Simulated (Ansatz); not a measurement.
Consider the formal exchange of groups at the Se–In bond: `[Cl][InH][SeH]` + `N=C=C[SiH3]` → `N=C=C([SiH3])[SeH]` + `[Cl][InH2]`.

Program: Ansatz. Geometries: PBE0-D4/def2-TZVP. ΔE: electronic, gas phase. CCSD(T)/CBS adds triple-zeta CCSD(T) − MP2 to the extrapolated MP2 energy (def2 sets, frozen cores). DFT in def2-TZVPP. Elements past krypton have def2 core potentials. For In, Se outer-core shells are correlated without core-valence functions, which leaves a few kJ/mol of doubt a bond. Scalar relativity is left out up to krypton. Each species was taken in one conformer, which may not be the lowest.

```
             level  ΔE (eV)
            revPBE     1.60
         CAM-B3LYP     1.61
CCSD(T)/def2-TZVPP     1.56
SCS-MP2/def2-QZVPP     1.59
```

(1) What does CCSD(T)/CBS give? (Estimate.)

Largest T1 diagnostic among the species: 0.015.

## Answers

(1) The calculation gave: +1.65 eV. The listed levels differ from it by -0.05, -0.04, -0.09, -0.06 eV.

Leaving LDA and LC-ωPBE aside and taking each functional with its dispersion term where it has one, the values, not all of them listed here, spread over 0.18 eV, from revPBE-D4 to r2SCAN0-D4. LDA lies −0.05 eV from PBE without D4. From BLYP to BHLYP (50 % exact exchange), in def2-TZVPP and without D4, ΔE moves by +0.08 eV. At CCSD(T), def2-SVP lies −0.07 eV from the extrapolated value and def2-TZVPP −0.09 eV.
